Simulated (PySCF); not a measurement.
**Highest orbital energy against ionisation energy along group 13**

Calculated with PySCF 2.14, no spin-orbit coupling. Each cell gives −ε(HOMO) / ΔSCF in eV; NIST values include spin-orbit coupling, (s) semi-empirical, (t) theoretical.

```tsv
species	UHF	LDA	PBE	PBE0	r2SCAN	NIST (lowest levels)
B²⁺ (x2c-QZVPPall, spin-free X2C)	37.833 / 37.829	32.368 / 37.909	32.665 / 38.301	34.064 / 38.241	32.918 / 37.872	37.931
Al²⁺ (x2c-QZVPPall, spin-free X2C)	28.110 / 28.089	24.588 / 28.877	24.482 / 28.874	25.501 / 28.736	24.698 / 28.438	28.448
Ga²⁺ (x2c-QZVPPall, spin-free X2C)	29.748 / 29.633	27.024 / 31.931	26.692 / 31.609	27.603 / 31.203	27.047 / 31.321	30.726
In²⁺ (x2c-QZVPPall, spin-free X2C)	26.780 / 26.627	24.536 / 28.971	24.141 / 28.565	24.973 / 28.208	24.355 / 28.228	28.044
Tl²⁺ (x2c-QZVPPall, spin-free X2C)	28.415 / 28.154	26.131 / 30.749	25.751 / 30.320	26.630 / 29.954	26.053 / 30.169	29.852
```

Task: How far is −ε(HOMO) from ΔSCF on average for each method, and why?

Result: UHF 0.11 eV; LDA -4.76 eV; PBE -4.79 eV; PBE0 -3.51 eV; r2SCAN -4.19 eV. Hartree-Fock orbital energies lack relaxation and so exceed the ΔSCF value; semilocal functionals have convex E(N) from self-interaction, so their HOMO lies far too high; exact exchange moves hybrids part of the way back.
